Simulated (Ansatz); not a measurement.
Isolated molecules relaxed with PBE0-D4/def2-TZVP in Ansatz; ΔE leaves out vibrations. CCSD(T)/CBS is the MP2 limit (def2-TZVPP, def2-QZVPP) plus CCSD(T) − MP2 in def2-TZVPP, frozen cores. DFT in def2-TZVPP. For Ge outer-core shells are correlated without core-valence functions, which leaves a few kJ/mol of doubt a bond. Scalar relativity is left out up to krypton. Each species was taken in one conformer, which may not be the lowest.

`C[CH2][Ge][OH]` + `B[SiH2]O` → `B[SiH2]OC` + `[CH3][Ge][OH]`  (substitution at a C–C bond)

`C[CH2][Ge][OH]`:

Z-matrix (Å, degrees):
```
C
C 1 1.519
H 1 1.095 2 111.8
H 1 1.094 2 112.3 3 119.7
H 1 1.095 2 111.7 3 -120.7
Ge 2 2.014 1 118.5 3 60.4
H 2 1.099 1 111.0 3 -61.7
H 2 1.099 1 111.0 3 -177.6
O 6 1.789 2 99.7 1 -0.3
H 9 0.963 6 114.7 2 -0.0
```

`B[SiH2]O`:

```xyz
8

B     0.410    1.277    0.323
Si   -0.173   -0.446   -0.519
O    -0.047   -1.801    0.423
H     0.610    1.416    1.496
H     0.526    2.251   -0.365
H     0.616   -0.750   -1.741
H    -1.592   -0.212   -0.945
H    -0.350   -1.736    1.328
```

`B[SiH2]OC`:

Cartesian coordinates in Å:
```
B 0.862 1.067 -1.978
Si -0.244 0.592 -0.382
O 0.368 -0.726 0.398
C -0.232 -1.256 1.555
H 1.834 0.458 -2.311
H 0.540 2.009 -2.643
H -0.310 1.757 0.558
H -1.657 0.325 -0.805
H -0.262 -0.519 2.366
H -1.256 -1.595 1.357
H 0.357 -2.112 1.887
```

`[CH3][Ge][OH]`:

Cartesian coordinates in Å:
```
C 0.129 0.714 -0.482
Ge 0.455 -1.256 -0.639
O -0.214 -1.731 0.953
H -0.941 0.903 -0.341
H 0.463 1.262 -1.365
H 0.658 1.110 0.392
H -0.551 -1.002 1.482
```

(1) Is it downhill or uphill in electronic energy at CCSD(T)/CBS, and by how much? (An estimate is asked.)

(2) What do these levels give: PBE, BHLYP, LC-ωPBE, CCSD(T)/def2-SVP, HF/def2-TZVPP, SCS-MP2/def2-QZVPP? (Estimate.)

Largest T1 diagnostic among the species: 0.014.

Answers

(1) Ansatz gave: Uphill: ΔE = +10.5 kcal/mol.

(2) Computed: PBE 9.5, BHLYP 7.7, LC-ωPBE 9.5, CCSD(T)/def2-SVP 8.6, HF/def2-TZVPP 6.0, SCS-MP2/def2-QZVPP 10.0 kcal/mol.

At CCSD(T), def2-SVP lies −1.9 kcal/mol from the extrapolated value and def2-TZVPP −0.7 kcal/mol. In def2-TZVPP, CCSD(T) changes the Hartree–Fock value by +3.8 kcal/mol (the triples alone add +0.4 kcal/mol) and MP2 by +5.0 kcal/mol. Leaving LDA and LC-ωPBE aside and taking each functional with its dispersion term where it has one, the values, not all of them listed here, spread over 2.1 kcal/mol, from BHLYP-D4 to PBE-QIDH. LDA lies +1.5 kcal/mol from PBE without D4.
